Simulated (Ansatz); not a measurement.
System: sum formula InO₃H₃ (charge +1, doublet). 
Structure (B3LYP-D3(BJ)/def2-TZVP (Ansatz, a program for electronic structure) minimum search):
```xyz
7

In    -0.0756    -0.0624     0.1550
O      1.2549    -0.1514    -1.4131
H      1.9343     0.5437    -1.4888
O     -0.3865    -1.0645     1.7607
H     -1.1750    -0.7978     2.2591
O     -0.4053     1.4735    -1.1407
H     -0.7615     1.2489    -2.0193
```
Charge +1, spin multiplicity 2.

Basis-set convergence of Hartree-Fock and CCSD correlation energies (hartree) with Ansatz. Valence correlation only, unless marked. Open shells are spin-unrestricted. No spin-orbit coupling. The frozen core is the preceding noble-gas configuration, with the filled d and f shells of earlier blocks. In def2 rows, elements after Kr have scalar-relativistic effective core potentials.

The T1 diagnostic of CCSD in the largest basis is 0.049, which is high, so the coupled-cluster rows are less sure than usual.

| basis | functions | E(HF) | E(corr, CCSD) |
|---|---|---|---|
| def2-SVPD | 125 | -415.06657 | -0.65342 |
| def2-TZVPPD | 227 | ? | ? |

Question: Complete the blanks.

Answer: 
- def2-TZVPPD, E(HF): -415.34957
- def2-TZVPPD, E(corr, CCSD): -0.78407
